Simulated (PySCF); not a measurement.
Two species compared at the same levels of theory.

First species: C₃H₅FSe.
Z-matrix (Å and degrees, PBE0-D3(BJ)/def2-SVP geometry), rows numbered from 1:
```
C 
Se  1  1.9464
C   2  1.8923  1   97.95
C   3  1.3322  2  120.50  1   120.09
F   4  1.3275  3  122.34  2   174.20
H   1  1.0988  2  106.75  3   176.74
H   1  1.0976  2  110.53  3   -64.12
H   1  1.0983  2  110.43  3    58.27
H   3  1.0950  2  119.36  1   -64.64
H   4  1.0949  3  124.54  2    -5.08
```

Second species: C3H5FSe.
InChI=1S/C3H5FSe/c1-2-3(4)5/h2H2,1H3

Levels: wB97X-D/def2-SVPD for dipole moment, HOMO energy, LUMO energy, HOMO–LUMO gap, static isotropic polarisability and electronic spatial extent ⟨r²⟩ about the centre of nuclear charge; TDDFT wB97X-D/def2-SVPD for lowest singlet excitation; TDA wB97X-D/def2-SVPD for lowest triplet excitation (Tamm–Dancoff); ΔSCF wB97X-D/def2-SVPD for vertical ionisation energy; PBE0-D3(BJ)/def2-SVP for rotational constant A and rotational constant C. Geometries: PBE0-D3(BJ)/def2-SVP. Each species is one conformer at its optimised geometry, gas phase, non-relativistic unless stated. Electronic properties by PySCF.

Dipoles, sizes and rotational constants follow the conformer. The torsions of the flexible species, by atom-mapped SMILES:
- `[CH3:1][Se:2]/[CH:3]=[CH:4]/[F:5]`: C1–Se2–C3–C4 120°
- `[CH3:1][CH2:2][C:3]([F:4])=[Se:5]`: C1–C2–C3–F4 177°

```tsv
property	column X	column Y
dipole moment	1.55 D	2.58 D
HOMO energy	-8.19 eV	-8.53 eV
LUMO energy	1.28 eV	-0.52 eV
HOMO–LUMO gap	9.47 eV	8.01 eV
lowest singlet excitation	4.75 eV	2.73 eV
lowest triplet excitation (Tamm–Dancoff)	4.03 eV	2.36 eV
static isotropic polarisability	67.6 au	66.9 au
vertical ionisation energy	8.54 eV	8.94 eV
electronic spatial extent ⟨r²⟩ about the centre of nuclear charge	844 bohr²	719 bohr²
rotational constant A	9.278 GHz	4.234 GHz
rotational constant C	1.264 GHz	1.550 GHz
```

Which column belongs to which species?

Column X is the first species and column Y the second. The first has 10 atoms and 66 electrons, the second 10 and 66.

How does each property change from the first species to the second?

dipole moment +1.03 D; HOMO energy -0.34 eV; LUMO energy -1.80 eV; HOMO–LUMO gap -1.46 eV; lowest singlet excitation -2.02 eV; lowest triplet excitation (Tamm–Dancoff) -1.67 eV; static isotropic polarisability -0.7 au; vertical ionisation energy +0.40 eV; electronic spatial extent ⟨r²⟩ about the centre of nuclear charge -125 bohr²; rotational constant A -5.044 GHz; rotational constant C +0.286 GHz.

On the first: The polarisability is 10.01 Å³ as a volume (1 au = 0.148185 Å³), or 1.02 au for each of the 66 electrons. The principal polarisabilities are 55.3, 59.5 and 87.8 au; their mean is the isotropic value. The calculation is non-relativistic and has no spin–orbit coupling, an omission that weighs most on selenium.

On the second: In atomic units the dipole is 1.01 e·bohr (1 au = 2.5417 D). S1 lies 5.28 eV below the HOMO–LUMO gap; its leading configuration is HOMO→LUMO, weight 0.99. Relativistic effects, spin–orbit coupling among them, are left out although an element past zinc is present.
